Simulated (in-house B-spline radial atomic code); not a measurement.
Successive ionisation energies of strontium; each step leads to the configuration of the next row (after the last: [He] 2s2 2p4). NIST's values go from ground level to ground level; the uncertainty of those that are theory runs from under 0.1 % in few-electron ions to several per cent in heavy many-electron ones. Computed with a B-spline radial code for spherical atoms: non-relativistic Hartree-Fock, average of the configuration, point nuclei.

This level leaves out relativity, spin-orbit splitting included, which matters for heavy ions.

```csv
ion,configuration,ionisation energy (eV),tabulated value (eV),tabulated kind,computed minus tabulated (eV),highest orbital,largest mean radius (bohr)
Sr15+,[Ar] 3d5,558.3,562,tabulated theory,-4,3d,0.47242
Sr16+,[Ar] 3d4,610.0,612,tabulated theory,-2,3d,0.46739
Sr17+,[Ar] 3d3,663.3,665,tabulated theory,-2,3d,0.4624
Sr18+,[Ar] 3d2,718.3,722,tabulated theory,-4,3d,0.45745
Sr19+,[Ar] 3d1,774.8,774,tabulated theory,1,3d,0.45255
Sr20+,[Ne] 3s2 3p6,?,?,semi-empirical,?,?,?
Sr21+,[Ne] 3s2 3p5,?,?,semi-empirical,?,?,?
Sr22+,[Ne] 3s2 3p4,1036.1,1038,semi-empirical,-2,3p,0.44026
Sr23+,[Ne] 3s2 3p3,1090.2,1105,semi-empirical,-15,3p,0.43664
Sr24+,[Ne] 3s2 3p2,1145.1,1165,semi-empirical,-20,3p,0.43308
Sr25+,[Ne] 3s2 3p1,1201.0,1211,semi-empirical,-10,3p,0.42958
Sr26+,[Ne] 3s2,1305.5,1333.4,semi-empirical,-28,3s,0.42614
Sr27+,[Ne] 3s1,1362.9,1387.19,semi-empirical,-24,3s,0.42234
Sr28+,[He] 2s2 2p6,?,?,semi-empirical,?,?,?
Sr29+,[He] 2s2 2p5,3494.6,3497,semi-empirical,-2,2p,0.17144
```

(1) Fill in the row of Sr20+.

(2) Fill in the row of Sr21+.

(3) Fill in the row of Sr28+.

(4) Where is the largest jump?

(5) How far is this level of theory from the measured and semi-empirical values?

Results:

(1) ionisation energy (eV): 930.6; tabulated value (eV): 932; computed minus tabulated (eV): -1; highest orbital: 3p; largest mean radius (bohr): 0.44771.

(2) ionisation energy (eV): 982.9; tabulated value (eV): 982.1; computed minus tabulated (eV): 1; highest orbital: 3p; largest mean radius (bohr): 0.44395.

(3) ionisation energy (eV): 3338.6; tabulated value (eV): 3344.7; computed minus tabulated (eV): -6; highest orbital: 2p; largest mean radius (bohr): 0.17289.

(4) From Sr27+ to Sr28+, by a factor of 2.45 (1362.9 to 3338.6 eV); the highest orbital goes from 3s to 2p.

(5) Over those 10 rows the differences run from -27.9 to +0.843 eV (mean absolute value 11 eV). The calculation leaves out relativity, correlation and, in open shells, the multiplet splittings that an average leaves out.
